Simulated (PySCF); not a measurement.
`FC(F)=C(F)[C@H]1CC=NC1`, C6H6F3N

Molfile (atoms numbered from 1):
```
C6H6F3N
     RDKit          3D

 16 16  0  0  0  0  0  0  0  0999 V2000
    3.6709    0.0194   -0.6599 F   0  0  0  0  0  0  0  0  0  0  0  0
    2.5539    0.0120    0.0526 C   0  0  0  0  0  0  0  0  0  0  0  0
    2.8254    0.0223    1.3549 F   0  0  0  0  0  0  0  0  0  0  0  0
    1.3150    0.0010   -0.4242 C   0  0  0  0  0  0  0  0  0  0  0  0
    1.1433   -0.0026   -1.7616 F   0  0  0  0  0  0  0  0  0  0  0  0
    0.0693   -0.0208    0.3930 C   0  0  1  0  0  0  0  0  0  0  0  0
   -0.8950    1.1302    0.0384 C   0  0  0  0  0  0  0  0  0  0  0  0
   -2.1902    0.3957   -0.1756 C   0  0  0  0  0  0  0  0  0  0  0  0
   -2.1338   -0.8577   -0.1370 N   0  0  0  0  0  0  0  0  0  0  0  0
   -0.7913   -1.2978    0.1103 C   0  0  0  0  0  0  0  0  0  0  0  0
    0.3507    0.0154    1.4461 H   0  0  0  0  0  0  0  0  0  0  0  0
   -0.6067    1.6402   -0.8836 H   0  0  0  0  0  0  0  0  0  0  0  0
   -0.9738    1.8744    0.8298 H   0  0  0  0  0  0  0  0  0  0  0  0
   -3.1183    0.9074   -0.3698 H   0  0  0  0  0  0  0  0  0  0  0  0
   -0.4412   -1.8358   -0.7747 H   0  0  0  0  0  0  0  0  0  0  0  0
   -0.7859   -1.9943    0.9498 H   0  0  0  0  0  0  0  0  0  0  0  0
  1  2  1  0
  2  3  1  0
  2  4  2  3
  4  5  1  0
  4  6  1  0
  6  7  1  0
  7  8  1  0
  8  9  2  0
  9 10  1  0
 10  6  1  0
  6 11  1  1
  7 12  1  0
  7 13  1  0
  8 14  1  0
 10 15  1  0
 10 16  1  0
M  END
```

Level of theory: GIAO BHandHLYP/pcSseg-1 magnetisability, rotational g tensor and spin-rotation constants, non-relativistic, gas phase in PySCF. Geometry: GFN2-xTB.

Problem. Give the nuclear spin-rotation constants along the inertial axes (H = +C I·J) beside the isotropic shieldings.

Solution. Rotational constants 2.9712, 0.7632, 0.7113 GHz. A star marks the isotopologue with that one atom substituted, in its own axes.
```tsv
atom	isotope	Caa (kHz)	Cbb (kHz)	Ccc (kHz)	mean (kHz)	σ (ppm)
F1	19F	2.935	0.844	0.664	1.481	294.9
F3	19F	2.201	0.606	0.782	1.196	317.7
F5	19F	1.464	0.621	0.098	0.728	387.4
N9	14N	0.828	0.041	0.189	0.352	-126.6
H11	1H	-0.247	0.022	-0.087	-0.104	28.8
H12	1H	-0.280	-0.007	-0.057	-0.115	29.2
H13	1H	-0.324	-0.035	-0.020	-0.126	29.2
H14	1H	0.150	-0.076	-0.035	0.013	24.5
H15	1H	-0.268	-0.010	-0.034	-0.104	27.7
H16	1H	-0.315	-0.001	-0.026	-0.114	27.4
C2	13C*	1.061	0.354	0.193	0.536	19.9
C4	13C*	1.063	0.293	0.169	0.509	46.3
C6	13C*	0.497	0.146	0.103	0.248	151.6
C7	13C*	0.417	0.160	0.130	0.236	144.6
C8	13C*	1.593	0.173	0.251	0.672	16.5
C10	13C*	0.481	0.204	0.156	0.281	119.0
```
For the geometry as given, no vibrational averaging.
